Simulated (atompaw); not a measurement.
Ranking PAW (atompaw) potentials for N (Z = 7)

All share these settings but for the change named:

| Property | Result |
| --- | --- |
| Element | nitrogen |
| Generator | atompaw 4.2.0.5 |
| Type | PAW |
| Functional | PBE |
| Relativity | scalar-relativistic |
| Frozen core | [He] |
| Valence charge | 5 |
| Reference configuration | 2s2 2p2.75 (charge +0.25) |
| Partial waves | 2s (bound): rc 2.55 bohr; 2s channel at -1.25 Ry: rc 2.55 bohr; 2p (bound): rc 2.55 bohr; 2p channel at -0.05 Ry: rc 2.55 bohr; 3d channel at 0.1 Ry: rc 2.55 bohr |
| Local potential | troulliermartins scheme with l = 3 at -0.5 Ry, radius 2.45 bohr |
| Core correction | smooth core density matched at 1.50 bohr |
| Augmentation charge | sinc compensation charge, radius 2.30 bohr; PAW radius 2.55 bohr; waves and projectors: custom polynom vanderbiltortho |

Cutoff: the first of the cutoffs (Ry, on a coarse ladder) from which the occupation-weighted sum of valence levels, in a spherical-Bessel basis at the reference potential, stays within 10 and 1 mRy of its value at 400 Ry; the density cutoff is not measured.

The base gives 10 Ry.

Of 6 variants that were run, those that failed, showed a ghost or another fault, or gave nearly equal values are left out.

Problem. Rank these variants from softest to hardest (loose cutoff).
A. all radii scaled by about 0.86 (s 2.20, p 2.20, d 2.20 bohr); local potential troulliermartins scheme with l = 3 at -0.5 Ry, radius 2.12 bohr; augmentation sinc compensation charge, radius 2.00 bohr; PAW radius 2.20 bohr; waves and projectors: custom polynom vanderbiltortho; core correction smooth core density matched at 1.30 bohr
B. all radii scaled by about 1.20 (s 3.06, p 3.06, d 3.06 bohr); local potential troulliermartins scheme with l = 3 at -0.5 Ry, radius 2.94 bohr; augmentation sinc compensation charge, radius 2.76 bohr; PAW radius 3.06 bohr; waves and projectors: custom polynom vanderbiltortho; core correction smooth core density matched at 1.80 bohr
C. all radii scaled by about 0.77 (s 1.96, p 1.96, d 1.96 bohr); local potential troulliermartins scheme with l = 3 at -0.5 Ry, radius 1.88 bohr; augmentation sinc compensation charge, radius 1.76 bohr; PAW radius 1.96 bohr; waves and projectors: custom polynom vanderbiltortho; core correction smooth core density matched at 1.14 bohr
D. all radii scaled by about 1.13 (s 2.88, p 2.88, d 2.88 bohr); local potential troulliermartins scheme with l = 3 at -0.5 Ry, radius 2.76 bohr; augmentation sinc compensation charge, radius 2.60 bohr; PAW radius 2.88 bohr; waves and projectors: custom polynom vanderbiltortho; core correction smooth core density matched at 1.70 bohr
E. all radii scaled by about 0.96 (s 2.44, p 2.44, d 2.44 bohr); local potential troulliermartins scheme with l = 3 at -0.5 Ry, radius 2.34 bohr; augmentation sinc compensation charge, radius 2.20 bohr; PAW radius 2.44 bohr; waves and projectors: custom polynom vanderbiltortho; core correction smooth core density matched at 1.44 bohr

Solution. B (6 Ry), D (8 Ry), E (12 Ry), A (15 Ry), C (18 Ry).
